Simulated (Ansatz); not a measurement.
C$_{4}$H$_{5}$ (SMILES [C]1=CCC1), doublet, at a GFN2-xTB geometry. Base run: Ansatz (an electronic-structure program) with PBE/cc-pVTZ.

The Ansatz input:
Ansatz 0.2 input:
```yaml
crystal:
  periodic: [false, false, false]
  atoms:
    - {symbol: C, position_ang: [-0.02205061, -0.68473402, 0.84115130]}
    - {symbol: C, position_ang: [-0.00826608, 0.63490979, 0.88350398]}
    - {symbol: C, position_ang: [0.00201276, -0.84177276, -0.65304234]}
    - {symbol: C, position_ang: [0.01874293, 0.70825289, -0.63453241]}
    - {symbol: H, position_ang: [-0.01290424, 1.39550575, 1.63691836]}
    - {symbol: H, position_ang: [-0.88690102, -1.29361008, -1.08611356]}
    - {symbol: H, position_ang: [0.89519009, -1.31321238, -1.05535354]}
    - {symbol: H, position_ang: [0.92842902, 1.14581919, -1.04347686]}
    - {symbol: H, position_ang: [-0.86644785, 1.16556213, -1.07445758]}
basis:
  gaussian:
    orbitals: cc-pVTZ
hamiltonian:
  xc: pbe
magnetization: {spin_polarized: true, initial_magnetization: 1}
```

The base run was repeated with changes; each row names its change, and settings that it needs were set with it.

```
change                                                             ΔE vs base (kcal/mol)
-----------------------------------------------------------------  ---------------------
base                                                                               0.000
lower_state_search = off                                                           0.000
point_charge = charge:0.5 position_ang:-0.4464, -3.0657, -4.4454                   0.429
final_grid = 10, 20, 41                                                            0.000
forces = on                                                                        0.000
point_charge = charge:-1.0 position_ang:-3.4542, -2.6154, -3.1663                  -3.34
accuracy = high                                                                    0.002
fitting.mean_field = cc-pVTZ-JKFIT                                                -0.025
final_grid = 4, 8, 17                                                              0.534
point_charge = charge:1.0 position_ang:4.4681, 2.652, 0.9735                       -0.79
final_grid = 14, 28, 59                                                            0.000
```
